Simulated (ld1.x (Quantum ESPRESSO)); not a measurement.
## Pd, PAW: configuration errors across variants

Pd (Z = 46), PAW, made with ld1.x (Quantum ESPRESSO) 7.5 (LDA (PZ), fully relativistic). Core [Kr], reference 4d10 5s0 5p0. Waves: 5s (bound, empty): rcut 1.90, rcutus 2.45 bohr; 5s channel at 1 Ry: rcut 1.90, rcutus 2.45 bohr; 5p (bound, empty): rcut 2.45, rcutus 3.20 bohr; 5p channel at 0.3 Ry: rcut 2.45, rcutus 3.20 bohr; 4d (bound): rcut 1.15, rcutus 1.25 bohr; 4d channel at 0.4 Ry: rcut 1.15, rcutus 1.25 bohr. Local part: all-electron potential smoothed inside 1.10 bohr (lloc = -1). Core correction: Bessel-smoothed model core, default radius (core density twice the valence density). Augmentation charge: PSQ, inside the norm-conserving radii.

Open shells are filled in proportion to 2j + 1 (rel_dist='average').

All-electron excitation energies from the reference (eV): (1) 4d9 5s0 5p0 9.393; (2) 4d8 5s0 5p0 30.475; (3) 4d7 5s0 5p0 65.067; (4) 4d9 5s0 5p1 5.317; (5) 4d9.5 5s0 5p0 3.372; (6) 4d9 5s1 5p0 1.439; (7) 4d6 5s0 5p0 114.615.

The default core radius of the base comes out at 0.86 bohr.

Tests that are not counted but printed errors over 1 eV. “all radii but the core radius scaled by about 0.86 (s 2.12, p 2.76, d 1.08 bohr, rcut 1.64/2.12/1.00); local potential all-electron potential smoothed inside 0.96 bohr (lloc = -1)”: 4d9 5s1 5p0 (solver errors, printed error -3.3 eV).

Errors AE − PS in meV (a dash: test not solved or not reliable):

| change | (1) | (2) | (3) | (4) | (5) | (6) | (7) | bound ghosts |
| --- | --- | --- | --- | --- | --- | --- | --- | --- |
| base | -18 | -145 | -538 | -21 | -2.9 | -23 | -1395 | not determined |
| waves 4d (bound): rcut 1.14, rcutus 1.20 bohr; 4d channel at 0.4 Ry: rcut 1.14, rcutus 1.20 bohr | -18 | -145 | -538 | -21 | -2.9 | -23 | -1395 | not determined |
| local potential all-electron potential smoothed inside 1.25 bohr (lloc = -1) | -18 | -145 | -538 | -21 | -2.9 | -23 | -1394 | not determined |
| wave 5s channel at 1 Ry: rcut 1.90, rcutus 2.45 bohr becomes 5s channel at 0.02 Ry: rcut 1.90, rcutus 2.45 bohr | -18 | -145 | -538 | -21 | -2.9 | -23 | -1395 | not determined |
| waves 5s (bound): rcut 1.90, rcutus 2.76 bohr; 5s channel at 1 Ry: rcut 1.90, rcutus 2.76 bohr | -18 | -145 | -538 | -21 | -2.9 | -22 | -1395 | not determined |
| all radii but the core radius scaled by about 0.86 (s 2.12, p 2.76, d 1.08 bohr, rcut 1.64/2.12/1.00); local potential all-electron potential smoothed inside 0.96 bohr (lloc = -1) | -18 | -145 | -538 | -21 | -2.9 | – | -1395 | not determined |
| core correction Bessel-smoothed model core inside 0.76 bohr | -18 | -145 | -538 | -21 | -2.9 | -23 | -1395 | not determined |

(1) Give the same row for: waves 5p (bound): rcut 2.45, rcutus 2.72 bohr; 5p channel at 0.3 Ry: rcut 2.45, rcutus 2.72 bohr.

Answers

(1) -18, -145, -538, -22, -2.9, -23, -1394; bound ghosts: not determined.
